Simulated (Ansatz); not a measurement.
Reaction (ligand exchange at the Si–F bond): `F[SiH](F)F` + `[CH3][AlH][OH]` → `[CH3][AlH][O][SiH](F)F` + H–F

Calculated with Ansatz (gas phase, PBE0-D4/def2-TZVP geometries, no zero-point term in ΔE). CBS: MP2 limit from def2 TZ/QZ plus the TZ coupled-cluster correction, frozen cores. This one scheme is used for every species. Each species was taken in one conformer, which may not be the lowest.

```
                 species  SCS-MP2/def2-QZVPP energy (Eh)
            `F[SiH](F)F`                      -589.15607
        `[CH3][AlH][OH]`                      -358.24264
`[CH3][AlH][O][SiH](F)F`                      -847.03325
                     H–F                      -100.36288
```

(1) Work out ΔE.

Largest T1 diagnostic among the species: 0.012.

Results:

(1) ΔE = (-847.03325) + (-100.36288) − (-589.15607) − (-358.24264) = 0.00258 Eh = +6.8 kJ/mol. CCSD(T)/CBS gives +4.7 kJ/mol.

The D4 term adds −7.3 kJ/mol with B3LYP and −4.2 kJ/mol with PBE0; it sums over pairs of atoms, weighted by their polarisabilities, and B3LYP, whose exchange is more repulsive, gets the larger term. From PBE to PBE0 (25 % exact exchange), in def2-TZVPP and without D4, ΔE moves by −5.5 kJ/mol.

B3LYP here is the variant with VWN-RPA as its local correlation; programs differ in this.
